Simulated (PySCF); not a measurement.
**Energy of Ag(2+) (silver, charge +2) between two integer charges**

The 4d beta orbital of [Kr] 4d9 is emptied in steps (occupation f), with all orbitals relaxed, ending at [Kr] 4d8. Calculation: PySCF 2.14, in def2-TZVPPD with the def2 core potential (28 electrons); scalar relativity through the core potential. The exact energy is a straight line in f; departures are measured from the line between the end points of the same method.

| f | BLYP (eV) |
| --- | --- |
| 1 | 0.000 |
| 0.8 | -1.113 |
| 0.6 | -1.676 |
| 0.4 | -1.682 |
| 0.2 | -1.125 |
| 0 | 0.000 |

**Question.** For BLYP, how does the orbital energy at f = 1 compare with the removal energy?

**Answer.** −ε = 27.960 eV against a total-energy difference of 34.882 eV. By Janak's theorem ε = ∂E/∂f, so the gap between them reflects the curvature. Along the path −ε is 30.686 (f = 0.8), 33.453 (f = 0.6), 36.254 (f = 0.4), 39.083 (f = 0.2) eV.

Reference removal energy between the ground levels: 34.8 ± 0.3 eV (semi-empirical (NIST evaluation); NIST Atomic Spectra Database, ionization energies). The calculation has no spin-orbit coupling. The determinant left behind need not be the lowest term of the ion.
